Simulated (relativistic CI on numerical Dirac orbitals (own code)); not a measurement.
Pd+: 4p photoemission

Computed with this model: Dirac-Coulomb-Breit CI, KLI orbitals optimised for each configuration, model QED (radiative potential, 1s self-energy scaled to tabulated hydrogen-like ionisation energies), valence Slater integrals scaled by 0.8, multiplet model of photoemission in the sudden approximation; configurations [Kr] 4d9 → [Ar] 3d10 4s2 4p5 4d9; 300 K; Lorentzian 1.2 eV and Gaussian 0.6 eV FWHM. Energies are those of the free ion, without screening or charge transfer. The energies are binding energies and can lie tens of eV above those of solids. S is read from ⟨S²⟩ = S(S + 1).

Field parameters in Wybourne normalisation: D4h B²₀ = −7Ds, B⁴₀ = 21(Dq − Dt), B⁴₄ = 21√(5/14) Dq. The field is a parameter set, without covalency.

Peaks in eV (height, largest 100): 69.8 (100), 74.2 (73), 77.0 (35), 80.0 (48).

(1) Which surroundings give this spectrum?
A. free ion
B. D4h, 10Dq = 9750, Ds = 3000, Dt = 880 cm⁻¹
C. D4h, 10Dq = 9750, Ds = -1500, Dt = 880 cm⁻¹
D. D4h, 10Dq = 9750, Ds = -600, Dt = 880 cm⁻¹

Results:

(1) D. D4h, 10Dq = 9750, Ds = -600, Dt = 880 cm⁻¹, where the ground state has S = 0.50.
